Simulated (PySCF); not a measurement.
## Ionisation energy of Te by level of theory

Te [Kr] 4d10 5s2 5p4 (3P) → Te+ [Kr] 4d10 5s2 5p3 (4S), as a difference of total energies. All numbers are calculated (PySCF 2.14, a scalar-relativistic core potential, in cc-pVTZ-PP with ECP28MDF (5s4p3d1f, 39 functions)). Correlated levels: valence: 4s2 4p6 4d10 frozen. The calculations carry no spin-orbit coupling.

```tsv
method	ionisation energy (eV)	error (eV)
UHF	7.746	-1.003
TPSS	8.725	-0.024
PBE0	8.733	-0.016
MP2 (valence)	8.342	-0.407
SCS-MP2 (valence)	8.399	-0.350
CCSD (valence)	8.466	-0.283
CCSD(T) (valence)	8.492	-0.257
```

Reference: 8.749 eV (measured; NIST levels, between the centres of gravity of the two terms).

Errors of the correlated levels include the incompleteness of this basis and the frozen core.
